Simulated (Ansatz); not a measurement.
This geometry of ClFZn + H2 (5 atoms, charge 0, multiplicity 1) is a first-order saddle point.

Level of theory: Ansatz, RHF/def2-SVP.

```xyz
5
Properties=species:S:1:pos:R:3
Zn -0.112 -0.471 -0.295
F 0.928 0.372 1.132
Cl -0.421 -2.301 -1.359
H 0.157 1.115 0.603
H -0.552 1.286 -0.081
```

Task: Which two structures does it join? (They come from a converged band through this point; their orientation in space is the band's.)

Result: Bonds broken: H4–H5. Bonds formed: Zn1–H5, F2–H4. ClFZn + H2 becomes ClHZn + FH.

Image 0:

```xyz
5
Properties=species:S:1:pos:R:3
Zn 0.364 -1.138 -0.045
F 1.174 -0.210 1.201
Cl -0.598 -2.296 -1.545
H -0.208 1.701 0.433
H -0.731 1.942 -0.044
```

Image 8:

```xyz
5
Properties=species:S:1:pos:R:3
Zn -0.581 -0.204 -0.713
F 0.936 0.188 1.095
Cl -0.193 -2.291 -1.101
H 0.947 1.028 1.433
H -1.108 1.278 -0.713
```

Task: How far does it lie above each of them?

Result: 116.4 kJ/mol above the first and 102.4 kJ/mol above the second. This is the barrier of this one path; another mechanism may lie lower. The orbitals stay closed-shell, which can raise the energy where a bond breaks towards radicals; this wasn't checked here.

Run time: 47 s on 1 CPU thread of a shared host.
